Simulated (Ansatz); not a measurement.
Program: Ansatz. Geometries: PBE0-D4/def2-TZVP. ΔE: electronic, gas phase. CCSD(T)/CBS adds triple-zeta CCSD(T) − MP2 to the extrapolated MP2 energy (def2 sets, frozen cores). This one scheme is used for every species, atoms too. DFT in def2-TZVPP. Open shells (•) are unrestricted, without spin–orbit coupling. Spin–orbit coupling would lower the free atoms: a little for C, S; strongly for Sn. def2 core potentials past Kr. Bonds to Sn are less sure, by a few kJ/mol each and by 10 to 20 or more in all where they break to atoms, as the def2 sets lack core-valence functions. Each species was taken in one conformer, which may not be the lowest.

Reaction (atomization): `CC[S][SnH3]` → 2 C• + 8 H• + S• + Sn•

`CC[S][SnH3]`:

Cartesian coordinates in Å:
```
C 1.572 0.403 0.249
C 0.729 0.415 -1.008
S -0.945 1.107 -0.789
Sn -1.964 -0.603 0.544
H 1.150 -0.259 1.010
H 1.642 1.402 0.682
H 2.583 0.049 0.027
H 0.647 -0.584 -1.442
H 1.182 1.056 -1.767
H -3.646 -0.386 0.400
H -1.456 -2.108 -0.089
H -1.493 -0.491 2.183
```

CCSD(T)/CBS gives +40.52 eV.

(1) Another level gave +39.41 eV. Which?
A. PBE0-D4/def2-TZVPP
B. B2PLYP/def2-TZVPP
C. MP2/def2-TZVPP
D. r2SCAN-D4/def2-TZVPP

Largest T1 diagnostic among the species: 0.012.

Results:

(1) C. MP2/def2-TZVPP 39.41, B2PLYP 39.73, PBE0-D4 40.34, r2SCAN-D4 40.38 eV.

In def2-TZVPP, CCSD(T) changes the Hartree–Fock value by +9.82 eV (the triples alone add +0.52 eV) and MP2 by +9.69 eV; breaking electron pairs costs correlation energy, which Hartree–Fock lacks. The D4 term adds +0.46 eV with B3LYP and +0.24 eV with PBE0; it sums over pairs of atoms, weighted by their polarisabilities, and B3LYP, whose exchange is more repulsive, gets the larger term.

B3LYP here is the variant with VWN-RPA as its local correlation; programs differ in this.

For atomizations the MP2-based limit and the directly extrapolated one differ by several kJ/mol either way, and by 10 to 25 for some Ge, Se and Sn compounds, so smaller differences from it don't rank the levels.
